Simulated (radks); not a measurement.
The numbers below are computed, except where a source is named.
Q: The mean radii <r> (bohr) of the occupied orbitals of an atom or ion are listed with their occupations. Code: a radial shooting solver on a logarithmic mesh with Libxc functionals. Model: non-relativistic Kohn-Sham, LDA (Slater exchange, Perdew-Wang correlation), spin-unpolarised, spherical densities, point nucleus.

orbital  occ.      <r>
1s          2  0.02020
2s          2  0.08437
2p          6  0.07131
3s          2   0.1999
3p          5   0.1887

Name the element and its charge.

A: Z = 75, rhenium, charge +58: Re58+ in [Ne] 3s2 3p5. The 1s radius gives Z: for a bare nucleus <r> = 1.5/Z, 0.02 bohr for Z = 75, and screening makes it slightly larger (0.02020 here). The occupations add up to 17, and the charge is Z minus that.
